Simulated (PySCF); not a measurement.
A small calculation by hand: oscillator strength and radiative lifetime

C2H4F2Si, SMILES F/C=C(/F)[SiH3].

The structure is a stationary point at B3LYP-D3(BJ)/def2-SVP. The structure was generated by enumeration; whether it is a known compound was not checked.

TDA-PBE/def2-SVPD (PySCF) puts the first singlet state with f over 0.02 at 6.49 eV (vertical), with the transition dipole (0.057, -1.288, 0.000) in atomic units.

Task: Find the oscillator strength, the wavelength and the radiative lifetime that this transition would have in vacuum if emission retraced absorption.

Result: 
|μ|² = 1.6622 au, so |μ| = 3.28 D. ΔE = 6.49/27.211 = 0.2385 hartree. f = (2/3) ΔE |μ|² = 0.264 (the program prints 0.264).
λ = 1239.84/6.49 = 191 nm; ν = 52345 cm⁻¹.
Einstein's coefficient A = 0.6670 ν² f s⁻¹ (ν in cm⁻¹) = 4.8e8 s⁻¹, so τ = 1/A = 2.1 ns. This state is S4; the lower singlets have f = 0.000, 0.000, 0.001. The figure is the radiative limit of this one transition; relaxation, internal conversion, crossing to triplets and a medium change what is measured.
